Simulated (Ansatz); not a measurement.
Molecule (SMILES): F[C]Cl (closed-shell singlet).
Geometry (B3LYP-D3(BJ)/def2-TZVP, fixed):
```xyz
3

F     -1.4677    -0.2909     0.0321
C     -0.5979     0.6705    -0.0192
Cl     0.9880    -0.0826    -0.0102
```

Basis-set convergence of the dipole moment at CCSD(T) with Ansatz (a first-principles code). Dipoles come from the density behind the forces; the sign is taken along the dipole that this method gives in the largest set. The reference of a correlated method is not its basis-set limit, which lies further on. Cartesian d functions, on some or all atoms, in 6-31G**, 6-311G**; all else is spherical. Cores are frozen. A restricted Hartree-Fock determinant is unstable towards unrestricted orbitals. No added dispersion term, no relativity. Reference: the value in aug-pcseg-3, 0.654 D, itself unsure by roughly 0.004 D (its mean distance from aug-cc-pV(Q+d)Z, def2-QZVPPD). Deviations are taken from unrounded values. Cost is core time over that of 6-311G**, rough, on shared machines of one kind; a dash marks a row that isn't timed (too short, read off another run, short of memory, by another algorithm or on other hardware).

```json
[
 {"basis": "STO-3G", "functions": "19", "dipole moment (D)": "1.704", "minus reference (D)": "1.049", "cost": "-"},
 {"basis": "pcseg-1", "functions": "46", "dipole moment (D)": "0.578", "minus reference (D)": "-0.077", "cost": "-"},
 {"basis": "6-31G**", "functions": "49", "dipole moment (D)": "0.620", "minus reference (D)": "-0.035", "cost": "0.5×"},
 {"basis": "cc-pV(D+d)Z", "functions": "51", "dipole moment (D)": "0.675", "minus reference (D)": "0.021", "cost": "0.5×"},
 {"basis": "6-311G**", "functions": "63", "dipole moment (D)": "0.649", "minus reference (D)": "-0.005", "cost": "1×"},
 {"basis": "def2-SVPD", "functions": "70", "dipole moment (D)": "0.698", "minus reference (D)": "0.043", "cost": "2×"},
 {"basis": "pcseg-2", "functions": "94", "dipole moment (D)": "0.713", "minus reference (D)": "0.058", "cost": "4×"},
 {"basis": "def2-TZVPP", "functions": "104", "dipole moment (D)": "0.716", "minus reference (D)": "0.061", "cost": "5×"},
 {"basis": "def2-TZVPD", "functions": "123", "dipole moment (D)": "0.680", "minus reference (D)": "0.026", "cost": "10×"},
 {"basis": "aug-cc-pV(T+d)Z", "functions": "147", "dipole moment (D)": "0.670", "minus reference (D)": "0.016", "cost": "20×"},
 {"basis": "cc-pV(Q+d)Z", "functions": "174", "dipole moment (D)": "0.648", "minus reference (D)": "-0.006", "cost": "40×"},
 {"basis": "pcseg-3", "functions": "184", "dipole moment (D)": "0.665", "minus reference (D)": "0.010", "cost": "50×"},
 {"basis": "aug-pcseg-3", "functions": "259", "dipole moment (D)": "0.654", "minus reference (D)": "0.000", "cost": "300×"}
]
```
